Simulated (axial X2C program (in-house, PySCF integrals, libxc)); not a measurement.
**RuCN⁺: properties at the nuclei**

Computed with an in-house all-electron X2C program for linear molecules (integrals from PySCF): two-component X2C with atomic mean-field Coulomb and Gaunt terms, Gaussian nuclei, basis Ru dyall-v3z, C dyall-v3z, N dyall-av3z with contracted cores.

Ru–C–N held linear, with bonds 1.939 and 1.173 Å (near the PBE0 minimum at charge 1 of the determinant lowest at the starting distance; the state shown can have its own minimum elsewhere, held linear; other orders of the atoms were not compared).

Input and command:
```json
{"zs": [44, 6, 7], "q": 1, "bas": ["dyall-v3z", "dyall-v3z", "dyall-av3z"], "r0": [1.95, 1.16], "symm": 0, "scan": ["PBE0", "HF", "LDA"], "levels": ["PBE0", "HF", "PBE"], "nst": 2}
```
```bash
python solin.py task.json out
```

Keys: zs atomic numbers; q charge; bas basis sets; r0 starting distance in Å; symm equal bonds; scan levels of the two-bond scan; levels methods; nst determinants followed.

Determinant lowest in the PBE0 search, Ω = 4 (⟨Sz⟩ = 1.98, ⟨Lz⟩ = 2.02 at PBE0), spin on the atoms Ru 1.82, C -0.09, N 0.24:

| level | Eeff magnitude (GV/cm) | Ws magnitude Ru (kHz) | A∥/gI Ru (MHz) | qzz Ru (a.u.) | A∥/gI C (MHz) | qzz C (a.u.) | A∥/gI N (MHz) | qzz N (a.u.) |
| --- | --- | --- | --- | --- | --- | --- | --- | --- |
| PBE0 | 5.02 | 0.548 | 497 | 0.97 | 1.61 | -0.43 | -4.48 | -1.29 |
| PBE | 4.46 | 0.491 | 558 | 1.10 | 1.1 | -0.41 | -4.31 | -1.19 |

Eeff is the effective electric field on the electron electric dipole moment in this Ω state and Ws the scalar–pseudoscalar constant of the nucleus named (defined with the proton number Z and per Ω); A∥ (defined per Ω) follows by multiplying with gI = μI/(I μN); qzz is the electric field gradient, eQq0 = 234.96 MHz × Q/barn × qzz. The operators were transformed with the bare-nucleus X2C matrices; with these basis sets, hyperfine constants and field gradients can be off by tens of per cent, and where levels differ in sign neither size nor sign is settled.

(1) With gI(101Ru) = -0.2880, Q(101Ru) = 0.457 barn, gI(13C) = 1.4048, gI(14N) = 0.4038, Q(14N) = 0.02044 barn (g factors from the IAEA table of nuclear moments by Stone; Q from Pyykkö, Mol. Phys. 2018), turn the PBE0 values of the first state into constants in MHz.

The molecule was held linear; bending was not examined, so a bent shape may lie lower.

Each state is one determinant with collinear spin, which with several unpaired electrons need not be a pure state. With several open shells hyperfine constants can be off by a factor of several. Open-shell Ω = 0 determinants with evenly filled partner blocks cannot be reached by this program, so the Ω shown need not be the lowest component. Left out as unconverged or as another state under the same occupation: HF in at least one table. States lie within half an eV, so the first need not be the ground state. Further determinants of the search, some of them spin-mixed, are not shown.

Answers

(1) A∥(101Ru) = 497 × -0.2880 = -143 MHz; eQq0(101Ru) = 234.96 × (0.457) × (0.97) = 104 MHz; A∥(13C) = 1.61 × 1.4048 = 2.26 MHz; A∥(14N) = -4.48 × 0.4038 = -1.81 MHz; eQq0(14N) = 234.96 × (0.02044) × (-1.29) = -6.2 MHz.
